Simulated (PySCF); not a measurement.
C6H10O.
SMILES: `C=CCC(=C)CO`

The closed-shell SCF was solved with PySCF and density fitting under several settings on one GFN2-xTB geometry (grid level 2 and gas phase unless stated).

```csv
settings,basis functions,SCF cycles,E (Eh),HOMO (eV),LUMO (eV),dipole (D)
PBE0/pcSseg-1,169,14,-309.4201,-7.41,-0.22,1.48
PBE0/def2-SVPD,223,14,-309.2516,-7.46,-0.33,1.49
"PBE0/aug-cc-pVDZ, IEF-PCM cyclohexane, grid level 3, damping 0.3 at the start, DIIS from the seventh cycle",251,14,-309.4996,-7.35,-0.36,1.61
"HF/def2-SVPD, grid level 4, energy threshold 1e-07 Eh",223,8,-307.6285,-9.89,2.56,1.62
"PBE0/Sadlej pVTZ, level shift 0.3 Eh, energy threshold 1e-06 Eh",258,8,-309.5250,-7.41,-0.43,1.43
"LC-wPBE/IGLO-II, energy threshold 1e-06 Eh",214,7,-309.7055,-10.10,2.06,1.54
KT3/IGLO-II,214,16,-314.7760,-6.17,-1.15,1.34
```

Question: Estimate the rows for these settings: (1) B97-2/IGLO-II, energy threshold 1e-11 Eh; (2) PBE0/def2-SVPD, energy threshold 1e-06 Eh.

Answer: 
```
                                 settings  basis functions  SCF cycles     E (Eh)  HOMO (eV)  LUMO (eV)  dipole (D)
 B97-2/IGLO-II, energy threshold 1e-11 Eh              214          12  -309.7960      -7.11      -0.27        1.45
PBE0/def2-SVPD, energy threshold 1e-06 Eh              223           8  -309.2516      -7.46      -0.33        1.49
```

Question: Over all rows, what range does the HOMO–LUMO gap span?

Answer: From 5.02 eV (KT3/IGLO-II) to 12.45 eV (HF/def2-SVPD, grid level 4, energy threshold 1e-07 Eh). The functional of the narrowest has no exact exchange, that of the widest 100 % exact exchange.

Question: Compare two rows with the functional PBE0: PBE0/Sadlej pVTZ, level shift 0.3 Eh, energy threshold 1e-06 Eh and PBE0/def2-SVPD. Which energy is lower, and by how much?

Answer: PBE0/Sadlej pVTZ, level shift 0.3 Eh, energy threshold 1e-06 Eh (258 functions) lies 0.2734 Eh or 172 kcal/mol below PBE0/def2-SVPD (223 functions).

Cycle counts include a coarse-grid stage where the run had one. KT3 was designed for NMR shieldings or shifts; total energies of different functionals aren't comparable. Geometry: GFN2-xTB, one conformer.

Conformer computed: `[CH2:1]=[CH:2][CH2:3][C:4](=[CH2:5])[CH2:6][OH:7]`: C1–C2–C3–C4 -111°, C2–C3–C4–C5 -102°, C3–C4–C6–O7 65°, H–O7–C6–C4 59°.
